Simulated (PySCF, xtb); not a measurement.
In(H)(Br)(OH) (BrH2InO), SMILES [OH][InH][Br]. One conformer was computed; it need not be the lowest.

Harmonic wavenumbers (cm⁻¹) from GFN2-xTB run with xtb at its own minimum, in rising order: 100, 253, 258, 308, 431, 440, 613, 1558, 3654.

### Question
What does PySCF with B3LYP-D3(BJ)/def2-SVP give at its own minimum? (An estimate is asked for; the answer gives what the named calculation found.)

### Answer
117, 251, 296, 371, 449, 605, 799, 1811, 3815. Paired by order, the mean absolute difference is 100 cm⁻¹ and the zero-point energies are 10.9 and 12.2 kcal/mol.
